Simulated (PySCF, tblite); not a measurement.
A set of runs on `C=C[CH2][Ge]([NH2])([NH2])[PH2]`; the geometry of each is named by its level. Settings lines and outputs come from a driver script.

Species: C3H11GeN2P.
Bonds: C1–C2 (double), C2–C3, C3–Ge4, Ge4–N5, Ge4–N6, Ge4–P7. Hydrogens: H8, H9 on C1; H10 on C2; H11, H12 on C3; H13, H14 on N5; H15, H16 on N6; H17, H18 on P7.

Step 1: GFN2-xTB geometry optimisation, gas phase (tblite 0.8.0) (from a force-field or distance-geometry start)
```json
{"job": {"kind": "relax", "xc": "GFN2-xTB", "basis": "xTB"}, "charge": 0, "multiplicity": 1}
```
```
step      E/eV     max force
  0    -605.07040    2.618
  1    -605.38876    2.232
  2    -605.69672    1.931
...
195    -606.54415    0.019
196    -606.54419    0.015
197    -606.54423    0.012
198    -606.54425    0.012
199    -606.54427    0.008
```

Energy lowered by 34.0 kcal/mol over 199 steps; largest atomic force 0.008 eV/Å at the end. «max force» is the largest atomic force in eV/Å.

On Arm Neoverse N1, one thread, shared host with 64 logical CPUs at a one-minute load of 61, this took 2.7 s of wall time.

Step 2: GFN2-xTB harmonic vibrations, gas phase (tblite 0.8.0) (on the GFN2-xTB geometry)
```json
{"job": {"kind": "ir", "xc": "GFN2-xTB", "basis": "xTB"}, "charge": 0, "multiplicity": 1}
```
```
(table of modes left out)
```

48 modes from 27 to 3459 cm⁻¹ (unscaled, harmonic); zero-point energy 84.5 kcal/mol; all wavenumbers are real at this level.

Hardware: an Arm Neoverse N1 with one thread, no GPU, shared host with 64 logical CPUs at a one-minute load of 61. Cost: 1.2 s.

Step 3: TDDFT CAM-B3LYP/def2-SVPD, vertical, gas phase, core orbitals frozen in the response (PySCF 2.14.0, density-fitted response routines) (on the GFN2-xTB geometry)
```json
{"job": {"kind": "uv", "xc": "CAM-B3LYP", "basis": "def2-SVPD", "nstates": 8, "ntriplets": 3}, "charge": 0, "multiplicity": 1}
```
```
...
Static polarisability (au): isotropic 112.004, principal 94.753 115.485 125.775
Singlet excitations
state   eV       nm        f      main configurations
  1   5.8897    210.5   0.13697   H->L+1 0.64, H->L 0.22
  2   6.0202    205.9   0.03522   H->L 0.65, H->L+1 0.21
  3   6.2403    198.7   0.09404   H->L+2 0.44, H-1->L 0.28, H->L+1 0.09
  4   6.4705    191.6   0.01352   H-1->L 0.24, H-1->L+1 0.16, H->L+3 0.14
  5   6.7112    184.7   0.12866   H->L+2 0.33, H-1->L 0.16, H->L+3 0.09
  6   6.7724    183.1   0.06633   H->L+4 0.26, H->L+5 0.16, H-3->L 0.15
  7   6.8845    180.1   0.12452   H-1->L+1 0.49, H-1->L+2 0.08
  8   6.9534    178.3   0.04294   H->L+3 0.33, H-2->L 0.14, H-1->L+1 0.09
Triplet excitations (Tamm-Dancoff, eV): 4.1699 5.2929 5.7346
```

HOMO -7.85 eV, LUMO 0.81 eV; lowest singlet 5.89 eV; lowest triplet 4.17 eV (Tamm–Dancoff); mean polarisability 112.0 au.

The run took 2.8 min of wall time (grids of density and orbitals included) on an Arm Neoverse N1 with one thread, shared host, and the process peaked at 1.2 GiB of memory.

Geometry of the electronic-property runs (GFN2-xTB):
```
atom  x, y, z in Å
C1     2.485   -0.396    1.072
C2     1.547   -1.050    0.405
C3     0.856   -0.531   -0.792
Ge4   -0.969    0.275   -0.316
N5    -2.230   -0.920    0.261
N6    -1.675    0.763   -1.940
P7    -0.879    1.945    1.328
H8     2.945   -0.799    1.958
H9     2.843    0.568    0.744
H10    1.210   -2.016    0.762
H11    1.439    0.251   -1.275
H12    0.655   -1.320   -1.514
H13   -2.446   -1.659   -0.393
H14   -2.085   -1.331    1.171
H15   -1.203    1.512   -2.428
H16   -2.659    0.990   -1.904
H17    0.212    2.551    0.719
H18   -0.055    1.173    2.131
```

 (This holds for the electronic-property runs.)

One conformer stands for the species.
